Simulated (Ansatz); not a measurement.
Start from `O=C=[N][SnH2][Cl]` and change one atom or group to get `[CH3][GaH][N]=C=O`.

Ansatz, PBE0-D4/def2-TZVP geometries, multiplicity 1. Each molecule was computed in one conformer, which needn't be the lowest.

Elements past krypton have def2 core potentials. Scalar relativity is left out up to krypton.

| property | `O=C=[N][SnH2][Cl]` |
| --- | --- |
| size of the dipole moment (ωB97M-V/def2-TZVPP) / D | 3.59 |
| HOMO energy (PBE0/def2-TZVPP) / eV | -8.56 |
| HOMO–LUMO gap (B3LYP/def2-TZVPP) / eV | 6.68 |
| HOMO energy (ωB97M-V/def2-TZVPP) / eV | -10.78 |
| size of the dipole moment (PBE/def2-TZVPP) / D | 3.38 |
| LUMO energy (ωB97M-V/def2-TZVPP) / eV | 0.54 |

Question: Give the same properties after the change, and the shifts. (Estimate.)

Answer: Ansatz gave: 
```
                                          property  `[CH3][GaH][N]=C=O`  shift
size of the dipole moment (ωB97M-V/def2-TZVPP) / D                 3.65   0.06
                HOMO energy (PBE0/def2-TZVPP) / eV                -7.88   0.68
             HOMO–LUMO gap (B3LYP/def2-TZVPP) / eV                 5.84  -0.84
             HOMO energy (ωB97M-V/def2-TZVPP) / eV               -10.07   0.71
    size of the dipole moment (PBE/def2-TZVPP) / D                 3.46   0.08
             LUMO energy (ωB97M-V/def2-TZVPP) / eV                 0.18  -0.36
```

With PBE0 the HOMO rises by 0.68 eV and the LUMO falls by 0.20 eV, so the gap narrows by about 0.88 eV. PBE moves the HOMO by 0.62 eV and ωB97M-V by 0.71 eV. Dipoles are sizes alone; their direction can turn.

B3LYP here is the variant with VWN-RPA as its local correlation; programs differ in this.
